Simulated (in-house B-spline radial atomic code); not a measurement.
Nb is squeezed into an impenetrable sphere of radius R (the orbitals vanish at R). Computed with a radial B-spline atomic code at the basis-set limit: non-relativistic r2SCAN, spin-polarised, spherical fractional occupations, point nucleus.

Energies in eV above the free atom in [Kr] 4d4 5s1:

| R (bohr) | highest level (eV) | [Kr] 4d4 5s1 | [Ar] 3d10 4s2 4p5 4d4 5s1 5f1 | [Ar] 3d9 4s2 4p6 4d4 5s1 5f1 |
| --- | --- | --- | --- | --- |
| 7.29 | -3.6 | 0.3512 | 52.92 | 230.6 |
| 5.88 | -2.56 | 1.633 | 62.12 | 239.8 |
| 5.04 | -0.327 | 4.196 | 72.5 | 249.9 |
| 4.06 | 6.57 | 13.57 | 97.55 | 273.9 |
| 3.38 | 19.3 | 33.82 | 137.7 | 312 |
| 3.16 | 26.7 | 46.84 | 160.1 | 333.3 |
| 2.59 | 62.5 | 120.6 | 270.7 | 438.8 |
| 2.03 | 155 | 366.5 | 586.1 | 747.3 |
| 1.76 | 252 | 678.6 | 954.4 | 1116 |
| 1.46 | 456 | 1455 | 1824 | 2004 |

Does [Ar] 3d10 4s2 4p5 4d4 5s1 5f1 fall below [Kr] 4d4 5s1 under compression?

No, it stays above over the whole range.

Does [Ar] 3d9 4s2 4p6 4d4 5s1 5f1 fall below [Kr] 4d4 5s1 under compression?

No, it stays above over the whole range.

The highest level is first positive in the row R = 4.06 bohr, pushed up by confinement above the zero of the free ion's potential. Each configuration is held fixed and needn't be the lowest in the sphere.
